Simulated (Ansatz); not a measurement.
Basis-set extrapolation for `CSB(O)Cl` (PBE0-D4/def2-TZVP geometry, frozen core, the Gaussian-basis code of Ansatz). Multiplicity 1, RHF reference.

```csv
,def2-TZVPP,def2-QZVPP
HF,-996.988707,-997.018986
MP2 correlation,-0.876108,-0.948756
CCSD(T) correlation,-0.961100,not run
```

Energies in hartree. Use E(X) = E(∞) + A·exp(−7.88·√X) for Hartree–Fock and E(X) = E(∞) + B·X^(−2.97) for correlation, with X = 3 and 4, and add CCSD(T) minus MP2 of the smaller set to the MP2 limit.

Question: What is the CCSD(T) energy at the basis-set limit?

Answer: HF limit: -997.018986 + (-0.030279) × 0.13774 = -997.02316. MP2 limit: -0.948756 + (-0.072648) × 0.74074 = -1.00257. Higher-order term: -0.961100 − (-0.876108) = -0.08499. Total: -998.11072 hartree, 4.38 eV below CCSD(T)/def2-TZVPP.
